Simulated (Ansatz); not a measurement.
`O[SiH](O)N[SiH2]Cl`. Charge 0, multiplicity 1.

```csv
atom,x (Å),y (Å),z (Å)
O1,0.241,1.976,1.581
Si2,0.796,0.979,0.418
O3,0.200,1.509,-1.013
N4,0.286,-0.666,0.575
Si5,-0.857,-1.482,-0.395
Cl6,-0.205,-1.651,-2.360
H7,-0.696,2.179,1.593
H8,2.265,1.043,0.546
H9,0.328,0.957,-1.789
H10,0.815,-1.245,1.212
H11,-1.041,-2.856,0.119
H12,-2.133,-0.742,-0.488
```

Task: Give the diagnostics of a CCSD(T)/def2-TZVPP run (frozen core, Ansatz 0.2.0). (Best estimate.)

Result: The calculation gave: T1 = 0.0109, largest single amplitude 0.012, largest double 0.014, (T) share of the correlation energy 3.6 %, 9 CCSD cycles. The RHF solution is stable towards an unrestricted one. T1 lies under the customary mark of 0.02 for closed shells.
